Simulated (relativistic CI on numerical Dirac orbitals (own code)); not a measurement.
# Ce XXV: q coefficients and field-shift factors

Method of calculation: Dirac-Coulomb-Breit CI, KLI orbitals optimised for each configuration, derivatives by finite differences, unscaled Slater integrals, QED left out (own radial code, finite nucleus).

CI space (outside the closed core [Ar] 3d10): 4s²4p⁴, 4s4p⁵, 4s²4p³4d, 4p⁶, 4s4p⁴4d, 4s²4p³4f. Double excitations out of closed p, d and f shells are left out; levels of such configurations are missing from the list, as are those of other unlisted configurations, and high levels can miss mixing partners.

With x = (α/α₀)² − 1 an excitation energy changes as ω = ω₀ + qx; K = 2q/ω₀ is the relative enhancement. Terms are leading LS components, so labels can repeat. The field-shift factor is F = δν/δ⟨r²⟩ for the transition from the lowest level.

Lowest level 4s²4p⁴ ³P2.

```tsv
Level	ω₀ (cm⁻¹)	q (cm⁻¹)	F (GHz/fm²)
4s²4p⁴ ¹S0	53646	7678	-1.19
4s²4p⁴ ³P1	184533	217400	-10.5
4s²4p⁴ ¹D2	212047	215800	-10.4
4s²4p⁴ ³P0	423111	428700	-23.2
4s4p⁵ ³P°2	676789	239700	-277
4s4p⁵ ³P°1	728230	220200	-229
4s²4p³4d ³F°2	798134	25100	2.74
4s²4p³4d ⁵D°0	806274	47720	-3.94
4s²4p³4d ⁵D°3	809154	34290	4.95
4s²4p³4d ⁵D°1	832161	97380	-44.1
4s²4p³4d ⁵D°4	841231	68900	5.26
4s4p⁵ ³P°0	865934	423600	-263
4s²4p³4d ⁵D°2	872854	105100	-11
```

At this charge energies of transitions that change n are usually good to better than 1 %, and those within a shell (Δn = 0) to a few per cent.

(1) Which transition from the lowest level has the largest |K|?

Answers

(1) 4s²4p⁴ ³P1 at 184533 cm⁻¹, K = 2.36.
